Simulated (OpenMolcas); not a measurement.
OpenMolcas run: Ge⁺

Input:

```
&GATEWAY
Coord
1

Ge 0.0 0.0 0.0
Basis=ANO-RCC-VQZP
Group=XYZ
NoMove
AngMom=0.0 0.0 0.0
AMFI
&SEWARD
&RASSCF
FileOrb=start.orb
Symmetry=2
Spin=2
nActEl=1 0 0
Inactive=9 6
Ras2=0 3
CIRoot=3 3 1
SDav=3
CIMx=300
Iter=120 100
PrWF=0.3
OrbListing=Nothing
MaxOrb=0
Atom
>>> COPY $Project.JobIph JOB001
&RASSI
NrOfJobIphs=1 3
1 2 3
IphNames
JOB001
EJob
SpinOrbit
DIPRint=1.0
SOCoupling=1000.0
Subsets=2
MEES
Property=10
'ANGMOM' 1 'ANGMOM' 2 'ANGMOM' 3 'MLTPL  1' 1 'MLTPL  1' 2 'MLTPL  1' 3
'AMFI' 1 'AMFI' 2 'AMFI' 3 'MLTPL  2' 6
SOProperty=3
'ANGMOM' 1 'ANGMOM' 2 'ANGMOM' 3
```

Launched by
```bash
OMP_NUM_THREADS=1 MOLCAS_MEM=2252 MOLCAS_PROJECT=a pymolcas a.inp > a.log  # once for each step of the input, in one work folder
```

A driver script runs the steps one by one and writes start.orb anew before each from the orbitals found so far.

Output, cut to the results:

```
--- SEWARD ---
Basis set label: GE.ANO-RCC...7S6P4D2F1G.

      Electronic valence basis set:
      ------------------
      Associated Effective Charge  32.000000 au
      Associated Actual Charge     32.000000 au
      Nuclear Model: Point charge

      Shell  nPrim  nBasis  Cartesian Spherical Contaminant
         s      20       7        X
         p      17       6        X
         d      11       4                 X
         f       5       2                 X
         g       2       1                 X
                  Relativistic Douglas-Kroll-Hess integrals:
                    - DKH order of Hamiltonian: 2
                    - DKH order of Properties : 0
                  Atomic mean-field integrals
--- RASSCF ---
Wave function specifications:
      -----------------------------

      Number of closed shell electrons          30
      Number of electrons in active shells       1
      Max number of holes in RAS1 space          0
      Max nr of electrons in RAS3 space          0
      Number of inactive orbitals               15
      Number of active orbitals                  3
      Number of secondary orbitals              50
      Spin quantum number                      0.5
      State symmetry                             2
Orbital specifications:
      -----------------------

      Symmetry species                           1   2
                                                ag  au
      Frozen orbitals                            0   0
      Inactive orbitals                          9   6
      Active orbitals                            0   3
      RAS1 orbitals                              0   0
      RAS2 orbitals                              0   3
      RAS3 orbitals                              0   0
      Secondary orbitals                        27  23
      Deleted orbitals                           0   0
      Number of basis functions                 36  32
      Number of CSFs                             3
      Number of root(s) required                 3
      Iter CI   SX   CI       RASSCF       Energy    max ROT     max BLB   max BLB  Level Ln srch  Step   QN
          iter iter root      energy       change     param      element    value   shift minimum  type update
 Nr of preliminary CI iterations:   1
      Total energies have been shifted. Add                -2000.00 au
        1   1   13    0   -96.71573532    0.00E+00  -7.09E-02    9  10 1  7.22E-02*  0.00   0.00    SX    NO
        2   1   13    0   -96.72099841   -5.26E-03*  1.51E-02    7  16 1 -1.86E-02*  0.00   0.00    SX    NO
        3   1   13    0   -96.72122263   -2.24E-04*  4.67E-03    6  15 1  1.45E-02*  0.00   0.00    SX    NO
        4   1   13    0   -96.72126866   -4.60E-05*  2.95E-03    5  14 1 -1.26E-02*  0.00   0.00    SX    NO
        5   1   13    0   -96.72129354   -2.49E-05*  1.33E-03    6  15 1  1.03E-02*  0.00   0.55    LS   YES
        6   1   11    0   -96.72134728   -5.37E-05* -2.64E-04    9  10 1  4.80E-04*  0.00   1.01    QN   YES
        7   1    9    0   -96.72134748   -2.02E-07*  1.02E-04    9  10 1  1.34E-04*  0.00   1.26    QN   YES
        8   1    6    0   -96.72134749   -1.44E-08*  1.08E-05    9  10 1 -6.51E-06   0.00   0.95    QN   YES
        9   1    3    0   -96.72134749   -1.07E-10   6.49E-07    3  10 1 -3.79E-07   0.00   0.96    QN   YES
      Convergence after  9 iterations
       10   1    3    0   -96.72134749    9.09E-13   6.49E-07    3  10 1  2.82E-07   0.00   0.96    QN   YES
      Natural orbitals and occupation numbers for root  1
      sym 2:   1.000000   0.000000   0.000000
      Natural orbitals and occupation numbers for root  2
      sym 2:   0.000000   0.000000   1.000000
      Natural orbitals and occupation numbers for root  3
      sym 2:   0.000000   1.000000   0.000000
::    RASSCF root number  1 Total energy:  -2096.72134749
::    RASSCF root number  2 Total energy:  -2096.72134749
::    RASSCF root number  3 Total energy:  -2096.72134749

--- RASSI ---
SPIN-FREE ENERGIES:
  (Shifted by EMIN (a.u.) =      -2096.7213474941)

 SF State       Relative EMIN(au)   Rel lowest level(eV)    D:o, cm**(-1)      L_eff

     1             0.0000000000        0.0000000000              0.0000         1.0
     2             0.0000000000        0.0000000000              0.0000         1.0
     3             0.0000000000        0.0000000000              0.0000         1.0
     Dipole printing threshold changed to   1.00000000E+00
Eigenvalues of complex Hamiltonian:
   -----------------------------------
  (Shifted by EMIN (a.u.) =      -2096.7213474941)

 SO State       Relative EMIN(au)   Rel lowest level(eV)    D:o, cm**(-1)     J-value

     1            -0.0047876644        0.0000000000              0.0000         0.4
     2            -0.0047876644        0.0000000000              0.0000         0.4
     3             0.0023938322        0.1954184759           1576.1563         1.0
     4             0.0023938322        0.1954184759           1576.1563         1.0
     5             0.0023938322        0.1954184759           1576.1563         1.3
     6             0.0023938322        0.1954184759           1576.1563         1.3
Weights of the five most important spin-orbit-free states for each spin-orbit state.

 SO State  Total energy (au)           Spin-free states, spin, and weights
 -------------------------------------------------------------------------------------------------------
    1        -0.004788       3 0.5  0.3333    2 0.5  0.3333    1 0.5  0.3333
    2        -0.004788       3 0.5  0.3333    2 0.5  0.3333    1 0.5  0.3333
    3         0.002394       3 0.5  0.6667    2 0.5  0.1667    1 0.5  0.1667
    4         0.002394       3 0.5  0.6667    2 0.5  0.1667    1 0.5  0.1667
    5         0.002394       2 0.5  0.5000    1 0.5  0.5000    3 0.5  0.0000
    6         0.002394       2 0.5  0.5000    1 0.5  0.5000    3 0.5  0.0000
...
```

The J values that RASSI prints are effective ones from its own formula and need not be integers or half-integers; the table below assigns J from the states.

Levels above the lowest, from the spin-orbit matrix, grouped by J:

```json
{"Configuration": "4s² 4p", "Term": "²P°", "J": "1/2", "E (cm⁻¹)": "0.0", "Measured (cm⁻¹)": "0.0", "g": "0.666", "Term weight %": "100"}
{"Configuration": "4s² 4p", "Term": "²P°", "J": "3/2", "E (cm⁻¹)": "1576", "Measured (cm⁻¹)": "1767", "g": "1.334", "Term weight %": "100"}
```

Against the measured value (NIST Handbook of Basic Atomic Spectroscopic Data): 4s² 4p ²P°_3/2: computed 1576, measured 1767 cm⁻¹ (-10.8 %).

With one active electron the reference holds no correlation, so core polarisation is missing. Measured partners are found by configuration, term and J. A level has none where our copy of the source lacks it or the pairing is in doubt (some pairs that miss far off the trend of their configuration count as doubtful), and it then counts in no deviation. Levels of configurations outside the active space are missing.

The RASSCF and RASSI steps took 1.3 s on 1 thread of Arm Neoverse V2 (shared host); the integral step is not counted.

The term weight is that of the spin-free term in the level, not the purity of its configuration. ° marks odd parity.
